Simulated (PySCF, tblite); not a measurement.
Write Cartesian coordinates for InChI=1S/C7H9Cl/c8-7-1-4-5(2-7)6(4)3-7/h4-6H,1-3H2/t4-,5+,6-,7- as optimised with GFN2-xTB.

```
atom  x, y, z in Å
Cl1   -0.6129    1.3186   -2.4047
C2    -0.2287    0.4917   -0.8957
C3    -0.2388   -1.0386   -0.9565
C4     0.1308   -1.2572    0.4959
C5    -0.4540   -0.1081    1.2755
C6    -1.1654    0.7849    0.2801
C7     1.0067   -0.1019    0.9059
C8     1.1523    0.7941   -0.3064
H9     0.5025   -1.4322   -1.6511
H10   -1.2197   -1.4376   -1.2125
H11    0.2384   -2.2479    0.9044
H12   -0.8012   -0.2052    2.2904
H13   -1.1574    1.8360    0.5668
H14   -2.1906    0.4734    0.0825
H15    1.7954   -0.1934    1.6335
H16    1.9622    0.4896   -0.9684
H17    1.2735    1.8459   -0.0496
```

Orientation and origin are arbitrary. Atoms count from 1 in this order. The 5-membered ring C2–C3–C4–C7–C8 has internal angles of 96.0° to 107.0°; it is puckered, 0.24 Å rms from its mean plane, widest ring torsion 53°. The 5-membered ring C2–C3–C4–C5–C6 has internal angles of 96.0° to 107.0° (sum 508°, against 540° for a flat polygon); it is puckered, 0.24 Å rms from its mean plane, widest ring torsion 53°. The 5-membered ring C2–C6–C5–C7–C8 has internal angles of 96.0° to 107.0°; it is puckered, 0.24 Å rms from its mean plane, widest ring torsion 53°. All internal angles of the 3-membered ring C4–C5–C7 are 60.0°.

Bonds between heavy atoms (Å): Cl1–C2 1.763, C2–C3 1.532, C3–C4 1.515, C4–C5 1.507, C5–C6 1.515, C5–C7 1.507, C7–C8 1.514, C2–C6 1.532, C2–C8 1.532, C4–C7 1.507.

Computed geometry: GFN2-xTB, gas phase.

Point group: C3v (every atom within 0.08 Å of its image). Its GFN2-xTB frequencies are all real (lowest 235 cm⁻¹).
